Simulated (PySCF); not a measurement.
## Computed beside measured shifts

System: C12H9F (measured compound), SMILES Fc1ccc(-c2ccccc2)cc1.

Atom-mapped SMILES (hydrogens are numbered by the atom that bears them): [F:1][c:2]1[cH:3][cH:4][c:5](-[c:6]2[cH:7][cH:8][cH:9][cH:10][cH:11]2)[cH:12][cH:13]1

Method: GIAO KT3/pcSseg-1, gas phase, PySCF SCF with an in-house response code, fitting set def2-universal-JFIT, grid level 2, non-relativistic, geometry: GFN2-xTB.

One optimised conformer. Values are averaged over the atoms that symmetry or fast rotation interchanges, on this one geometry and without vibrational averaging. Shifts are the reference shielding less the shielding here, at the same level (13C, 1H against isolated TMS; 19F against isolated CFCl3); nuclei without a reference have shieldings only.

What shifts does this level give for F1, and how do they compare with measurement?


| atom | nucleus | computed / ppm | measured / ppm | computed less measured | measured against | medium of the measurement |
| --- | --- | --- | --- | --- | --- | --- |
| F1 | 19F | -130.1 | -116.4 | -13.7 | CFCl3 | not stated |

Computed 19F and 31P shifts carry an offset from the reference molecule (CFCl3 is hard for DFT, lone H3PO4 or PH3 isn't the 85 % acid), so differences between compounds are more accurate than the values.

Measured values: G. Saielli, R. Bini, A. Bagno, Computational 19F NMR. 2. Organic compounds, RSC Adv. 2014, ESI.
